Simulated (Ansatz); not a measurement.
Stepwise reaction of `[NH2][Ge][NH2]` with hydrogen chloride, as a gas-phase model of exchange steps in deposition or etching. ΔE in kJ/mol; ΔG adds harmonic PBE0-D4 terms to CCSD(T)/CBS, at 1 bar.

Computed with Ansatz on PBE0-D4/def2-TZVP structures; ΔE is electronic, products minus reactants. CCSD(T)/CBS is the MP2 limit (def2-TZVPP, def2-QZVPP) plus CCSD(T) − MP2 in def2-TZVPP, frozen cores. This one scheme is used for every species. DFT in def2-TZVPP. B3LYP here is the variant with VWN-RPA as its local correlation; programs differ in this. For Ge outer-core shells are correlated without core-valence functions, which leaves a few kJ/mol of doubt a bond. Scalar relativity is left out up to krypton. Each species was taken in one conformer, which may not be the lowest.

```tsv
step	reaction	PBE-D4	B3LYP-D4	ωB97M-V	CCSD(T)/CBS	ΔG(400 K)
1	`[NH2][Ge][NH2]` + HCl → `[NH2][Ge][Cl]` + NH₃	-82.1	-81.8	-78.5	-74.9	-68.9
2	`[NH2][Ge][Cl]` + HCl → `[Cl][Ge][Cl]` + NH₃	-53.0	-52.2	-47.6	-44.8	-38.1
```

(1) By hand: ΔE of the 2 steps together at CCSD(T)/CBS.

Answers

(1) (-74.9) + (-44.8) = -119.7 kJ/mol, or -59.9 kJ/mol a step.

In ΔE each step is higher than the one before. All are downhill at CCSD(T)/CBS. ΔG lies between -68.9 and -38.1 kJ/mol a step. PBE-D4 differs from CCSD(T)/CBS by -8.2 to -7.2 kJ/mol a step. Isolated molecules leave out the surface, adducts and barriers. Largest T1 diagnostic: 0.013.
